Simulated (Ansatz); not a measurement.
Species: digallium oxide, Ga2O (charge 0, singlet). 
Structure (B3LYP-D3(BJ)/def2-TZVP (Ansatz, a quantum-chemistry and plane-wave program) minimum search):
```
O
Ga 1 1.8134
Ga 1 1.8134 2 180.00
```

Parts of the frozen-core correlation energy in STO-3G (Ansatz, hartree). Frozen orbitals: 29; correlated occupied orbitals by spin: 6 and 6; virtual: 6 and 6. No spin-orbit coupling. No relativistic terms. The restricted reference is unstable. The program attaches cautions to this run: above unrestricted.

| term | value |
|---|---|
| reference (HF) | -3875.57140 |
| MP2 opposite-spin | [?] |
| MP2 same-spin | [?] |
| CCSD correlation | -0.12953 |
| (T) | [?] |
| FCI minus CCSD(T) | 0.00206 |
| T1 diagnostic | 0.037 |
| largest doubles amplitude | 0.080 |

### Question
Complete the blanks.

### Answer

- MP2 opposite-spin, value: -0.09205
- MP2 same-spin, value: -0.03074
- (T), value: -0.01490
